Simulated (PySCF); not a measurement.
**Basis and Hamiltonian dependence of the excitation energy of Cu**

Cu [Ar] 3d10 4s1 (2S) → Cu [Ar] 3d10 4p1 (2P). All values are computed (PySCF 2.14, energy differences of UHF-based or UKS calculations, no spin-orbit coupling). Values in eV.

```
                                                                               basis       Hamiltonian  functions    UHF    PBE   PBE0  MP2 (valence)  CCSD(T) (valence)
                                                        aug-cc-pVDZ-PP with ECP10MDF               ECP         54  3.203  3.999  3.827          3.815              3.717
                                                                      aug-cc-pVDZ-DK     spin-free X2C         59  3.197  3.995  3.825          3.868              3.781
                                                                        ANO-RCC-VTZP     spin-free X2C         59  3.892  4.291  4.209          4.242              4.212
                                                                        x2c-TZVPPall     spin-free X2C         64  4.174  4.527  4.436          4.456              4.415
                                                                         def2-TZVPPD  non-relativistic         67  3.090  3.814  3.654          3.623              3.536
                                                        aug-cc-pVTZ-PP with ECP10MDF               ECP         88  3.191  3.975  3.803          3.873              3.787
                                                                          dyall-av2z  non-relativistic        101  3.080  3.831  3.659          3.660              3.600
                                                                        x2c-QZVPPall     spin-free X2C        108  3.205  3.985  3.816          3.883                n/a
aug-cc-pVTZ-PP with one added diffuse shell each of s, p, d, f, g type with ECP10MDF               ECP        113  3.190  3.969  3.799          3.882                n/a
                                                                    aug-cc-pwCVTZ-DK     spin-free X2C        127  3.194  3.990  3.817          3.890                n/a
                x2c-QZVPPall with one added diffuse shell each of s, p, d, f, g type     spin-free X2C        133  3.191  3.976  3.808          3.892                n/a
                                                        aug-cc-pVQZ-PP with ECP10MDF               ECP        135  3.191  3.970  3.799          3.891                n/a
            aug-cc-pwCVTZ-DK with one added diffuse shell each of s, p, d, f, g type     spin-free X2C        152  3.192  3.983  3.813          3.898                n/a
```

Question: Estimate the row for aug-cc-pVTZ-DK (spin-free X2C, 93 functions).

Answer: From the rows with the same Hamiltonian and similar size; the calculation gives UHF 3.19; PBE 3.99; PBE0 3.82; MP2 (valence) 3.89; CCSD(T) (valence) 3.80 (eV).

Frozen in the all-electron rows: valence: [Ar]; with a core potential, the same shells as far as they lie outside it.

At UHF, ANO-RCC-VTZP, x2c-TZVPPall lie more than 0.3 eV from the median of the rows with comparable relativity. Of these, ANO-RCC-VTZP, x2c-TZVPPall have no diffuse functions of the l that the added or promoted electron needs.

Non-relativistic rows lack the scalar-relativistic shift.

Reference for a calculation without spin-orbit coupling: 3.806 eV (measured, between term centres; NIST).
